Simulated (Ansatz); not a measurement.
Consider the substitution at a C–Ge bond: `C=C[CH2][GeH3]` + `OCF` → `C=CCOCF` + GeH₄.

Computed with Ansatz on PBE0-D4/def2-TZVP structures; ΔE is electronic, products minus reactants. CCSD(T)/CBS is the MP2 limit (def2-TZVPP, def2-QZVPP) plus CCSD(T) − MP2 in def2-TZVPP, frozen cores. Functionals use def2-TZVPP. For Ge outer-core shells are correlated without core-valence functions, which leaves a few kJ/mol of doubt a bond. Scalar relativity is left out up to krypton. Each species was taken in one conformer, which may not be the lowest.

```csv
level,ΔE (kJ/mol)
PBE-D4,61.7
r2SCAN-D4,59.6
ωB97M-V,58.5
B2PLYP,59.3
PBE,60.1
PBE0,61.5
HF/def2-TZVPP,48.3
HF/def2-QZVPP,47.1
```

What does CCSD(T)/CBS give? (Estimate.)

Computed: +65.7 kJ/mol. The listed levels differ from it by -4.0, -6.1, -7.2, -6.4, -5.6, -4.2, -17.4, -18.6 kJ/mol.

Largest T1 diagnostic among the species: 0.012.

In def2-TZVPP, CCSD(T) changes the Hartree–Fock value by +13.7 kJ/mol (the triples alone add +0.7 kJ/mol) and MP2 by +23.3 kJ/mol.
